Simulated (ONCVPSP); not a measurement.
## titanium: one change to an ONCV potential, before and after

titanium (Ti), optimised norm-conserving Vanderbilt (ONCV), made with ONCVPSP 4.0.1 (LDA (Perdew-Wang 92), scalar-relativistic). Core [Ne], reference 3s2 3p6 3d2 4s2. Waves: 3s+4s: rc 1.40 bohr, ncon 4, nbas 9, qcut 8.2 1/bohr, 2 projectors; 3p: rc 1.20 bohr, ncon 4, nbas 8, qcut 5.6 1/bohr, 2 projectors, debl 2.8 Ha; 3d: rc 1.45 bohr, ncon 4, nbas 8, qcut 10.7 1/bohr, 2 projectors, debl 1.9 Ha. Local part: polynomial inside 1.05 bohr (lpopt 5, dvloc0 1 Ha). Core correction: none.

Change: s: qcut 9.8; p: qcut 6.7; d: qcut 12.8.

Cutoffs: the cutoffs (Ha) at which the residual kinetic energy of the hardest occupied pseudo-wave falls to 1 and 0.1 mHa per electron; they do not see the model core or the augmentation charge, which bear on the density cutoff. Errors are all-electron minus pseudo energies relative to the spin-unpolarised reference configuration.

Question: How do hardness, ghosts and transferability respond?

Answer: The potential gets neither clearly harder nor softer (42 Ha and 64 Ha → 50 Ha and 58 Ha); the d channel sets the loose cutoff, while the largest relative change is in s, which becomes harder; of the 4 tests that both files solve, the error grows in 0 and shrinks in 2 by more than 15 % and 0.3 meV (median size 2.1 → 1.5 meV); neither file shows a bound ghost.

| quantity | base | changed |
| --- | --- | --- |
| cutoff, loose | 42 Ha | 50 Ha |
| cutoff, tight | 64 Ha | 58 Ha |
| loose cutoff by channel | s 25 Ha, p 21 Ha, d 42 Ha | s 30 Ha, p 19 Ha, d 50 Ha |
| bound ghosts | none | none |
| GHOST(+) flags under 300 eV | none | none |
| error for 3s2 3p6 3d2 4s1, meV [ΔE 7.53 eV] | -0.2 | -0.3 |
| error for 3s2 3p6 3d2 4s0, meV [ΔE 21.32 eV] | -0.1 | -0.2 |
| error for 3s2 3p6 3d1 4s0, meV [ΔE 48.52 eV] | +15 | +12 |
| error for 3s2 3p6 3d3 4s1, meV [ΔE 1.05 eV] | +4.0 | +2.7 |
| s: phases at 1.42 bohr within 0.05 rad from the reference energy up to (Ha; the scan ends near 5) | to the end of the scan | to the end of the scan |
| p: phases at 1.22 bohr within 0.05 rad from the reference energy up to (Ha; the scan ends near 5) | to the end of the scan | to the end of the scan |
| d: phases at 1.47 bohr within 0.05 rad from the reference energy up to (Ha; the scan ends near 5) | to the end of the scan | to the end of the scan |
